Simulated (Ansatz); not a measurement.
Ideal-gas functions of H₂S₂Sn (`[SH][Sn][SH]`) at 400 K and 1 bar, from an Ansatz frequency run at PBE0-D4/def2-TZVP.

Molar mass 184.86 g/mol, point group C2v (symmetry number 2), electronic degeneracy 1, moments of inertia 111.4, 226.741, 338.14 u Å². Harmonic wavenumbers (cm⁻¹, unscaled): 137, 177, 288, 330, 332, 542, 627, 2717, 2719.

Use S(trans) = R[1.5 ln M + 2.5 ln T − 1.1517]; rotational temperatures θ = 24.2544 K / I; S(rot) = R[ln(√π/σ · √(T³/θAθBθC)) + 1.5]; for each mode x = 1.438777 ν̃/T, S = R[x/(eˣ − 1) − ln(1 − e⁻ˣ)] and H = RT x/(eˣ − 1); 1 cm⁻¹ = 0.0119627 kJ/mol; R = 8.31446 J/(mol·K).

Task: By hand: the entropy, in J/(mol·K).

Result: Translation 180.1. Rotation: θ = 0.2177, 0.107, 0.0717 K, giving 112.8. Vibration, mode by mode: 14.28, 12.21, 8.38, 7.36, 7.32, 3.97, 3.12, 0.01, 0.01, in all 56.6. Electronic 0.0. Sum 349.5 J/(mol·K).

Task: By hand: H − E and G − E in kJ/mol, counted from the electronic energy.

Result: Zero-point energy ½ × 7869 × 0.0119627 = 47.1; thermal vibration 12.3; translation, rotation and pV give 4 RT = 13.3. H − E = 72.7 kJ/mol, and G − E = 72.7 − 400 × 349.5/1000 = -67.1 kJ/mol.

Vibration gives 16 % of the entropy, 14.3 J/(mol·K) of it from the mode under 150 cm⁻¹: soft modes count most, and the harmonic formula is weakest for them. The sum counts one conformer and one mirror image; others add a mixing term.
